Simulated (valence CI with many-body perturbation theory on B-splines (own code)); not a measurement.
Ag16+ in brief

Calculated by configuration interaction combined with many-body perturbation theory (CI+MBPT): three valence electrons over a frozen Dirac-Fock core [Ar] 3d10, a basis of 11 s, 11 p, 9 d, 7 f, 5 g, 2 h, 1 i functions for each j, with the one-electron correlation potential Σ1 (screened to all orders), the two-electron term Σ2, the three-electron term Σ3, Breit, model QED; selected single and double excitations, second order for the rest (own B-spline code, finite nucleus).

No measured spectrum was set against this ion. As an estimate, levels hold to about 250 cm⁻¹ or 0.2 % of their energy and the worst to 1 %, as in measured heavy ions of charge 2 to 7; those with d or f electrons hold less well.

Names give the largest LS component (configuration and term), which can be under half, so a name can repeat, a term be missing and a line seem to break the LS rules; names also repeat where a configuration has a term twice.

Rates and lifetimes use the calculated energies. Strong lines usually hold to 10 to 20 %, long lifetimes can be off by a factor of two.

**Question.** What is the ground level?

**Answer.** 4s²4p ²P°_1/2, composition 98 % 4s²4p ²P°, g = 0.664.

**Question.** How is the term ²P° of the ground level split?

**Answer.** J = 1/2 at 0, J = 3/2 at 60327 cm⁻¹.

**Question.** Among levels below 1359800 cm⁻¹, which E1 lines absorb most strongly from the ground level?

**Answer.** to 4s²4d ²D_3/2 at 16.65 nm, f = 0.923; to 4s4p² ²P_1/2 at 24.08 nm, f = 0.466; to 4s4p² ²D_3/2 at 26.31 nm, f = 0.276.

**Question.** What is the ionisation energy?

**Answer.** 409.3 eV; NIST lists 408.43 ± 0.16 eV (semi-empirical).

**Question.** What are the static dipole polarisabilities of the lowest levels?

**Answer.** 4s²4p ²P°_1/2 0.435; 4s²4p ²P°_3/2 0.450 (tensor 0.039) bohr³, of which the core gives 0.0271.
